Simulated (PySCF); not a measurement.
NbOCl3, SMILES [O]=[Nb]([Cl])([Cl])[Cl], multiplicity 1. Atoms are numbered in the order given.

```xyz
5

Nb     0.0000     0.0000    -0.2244
O      0.0000     0.0000    -1.9109
Cl     1.8917     1.0922     0.4801
Cl    -1.8917     1.0922     0.4801
Cl     0.0000    -2.1844     0.4801
```
Charge 0, spin multiplicity 1.

Coordinates come from a B3LYP-D3(BJ)/def2-SVP optimisation. The multiplicity is an assumed one; no other spin state was optimised. The isomer is the one that the SMILES or the coordinates give; other isomers of the formula were not compared. The def2 effective core potentials stand for the cores of Nb; spin–orbit coupling is left out.

Method: PBE/def2-TZVP (PySCF).

ESP charges are fitted to the potential on shells at 1.4 to 2.0 van der Waals radii. Atomic charges (e):

```tsv
atom	Löwdin	Mulliken	ESP fit
Nb1	(withheld)	1.33	0.51
O2	(withheld)	-0.43	-0.24
Cl3	(withheld)	-0.30	-0.09
Cl4	(withheld)	-0.30	-0.09
Cl5	(withheld)	-0.30	-0.09
```

**Question.** Complete the blanks. (Estimate from the structure and the level; the computed values follow.)

**Answer.** 
- Nb1, Löwdin: -0.18
- O2, Löwdin: -0.20
- Cl3, Löwdin: 0.12
- Cl4, Löwdin: 0.12
- Cl5, Löwdin: 0.12
